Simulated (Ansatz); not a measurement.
H6Ge2, charge -1, doublet, geometry from GFN2-xTB (a state made from the parent by changing its charge; the spin is typed, not shown lowest) (a gas-phase anion, which may not be bound at this level). Base run: B3LYP/3-21G run with Ansatz (an electronic-structure program).

Geometry (Å):
```xyz
8

Ge    -1.2352     0.5129    -0.1259
Ge     1.2353    -0.5121     0.1290
H     -1.9253    -0.6052    -1.0275
H     -2.4784     1.6125    -0.4205
H     -1.9402    -0.0249     1.1998
H      2.4783    -1.6135     0.4172
H      1.9673     0.6296     0.9683
H      1.8969    -0.0265    -1.2369
```
Charge -1, spin multiplicity 2.
Orbitals are unrestricted.
All else is at Ansatz's defaults.

The base run was repeated with changes; each row names its change, and settings that it needs were set with it.

| change | basis functions | E (Eh) | core-seconds (rough) |
|---|---|---|---|
| base | 58 | -4137.54491 | 2 |
| basis = STO-3G | 42 | -4109.48749 | 2 |
| basis = 6-31G | 70 | -4156.95397 | 3 |
| basis = def2-SV(P) | 76 | -4157.14083 | 3 |
| basis = pc-1 | 84 | -4157.53766 | 5 |
| basis = pcseg-1 | 84 | -4157.22032 | 4 |
| basis = def2-SVP | 94 | -4157.14859 | 5 |
| basis = 6-31G** | 100 | -4157.11542 | 5 |
| basis = aug-cc-pVDZ | 126 | -4157.61939 | 10 |
| basis = def2-TZVP | 132 | -4157.68312 | 7 |
| basis = def2-TZVPD | 162 | -4157.68586 | 10 |
| basis = pc-2 | 170 | -4157.78441 | 9 |
| basis = def2-QZVP | 330 | -4157.78002 | 20 |

Totals compare only among sets that treat the same electrons; sets with core potentials leave the core out.

A gas-phase anion may not be bound at this level; its values then depend on the basis.
